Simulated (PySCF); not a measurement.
**³¹P chemical shifts**

PySCF 2.14 calculation with geometry from GFN2-xTB and shieldings: GIAO PBE0/pcSseg-1; equivalent nuclei averaged, non-relativistic Hamiltonian, one computed conformer, isolated molecule.

Shieldings were converted by a linear fit to measured shifts: ³¹P: δ = 270.09 − 0.828σ (rms 18.1 ppm, 64 shifts vs H3PO4, solution or neat liquid). A few per cent of atoms miss by over 2 rms, more outside the fitted compound classes.

Q: Give the ³¹P shifts of `C1=CCP(C2CC2)C1`, `C#C[P@@](=O)(CCC)C(F)(F)F`.

A: 
| compound | environment | δ (ppm) |
| --- | --- | --- |
| C1=CCP(C2CC2)C1 | phosphorus bonded to 3 C, in a 5-membered ring | -9.3 |
| C#C[P@@](=O)(CCC)C(F)(F)F | phosphorus bonded to 3 C, O | -7.3 |

Q: Match the shifts 30.4, 12.5, -19.5 ppm to `C=CC[P@](=O)(C=C)C(F)(F)F`, `C=C(C)P1CC=CC1`, `C=C(C)P(C(C)=O)C(F)(F)F`.

A: 30.4: C=C(C)P(C(C)=O)C(F)(F)F (phosphorus bonded to 3 C); 12.5: C=CC[P@](=O)(C=C)C(F)(F)F (phosphorus bonded to 3 C, O); -19.5: C=C(C)P1CC=CC1 (phosphorus bonded to 3 C, in a 5-membered ring).
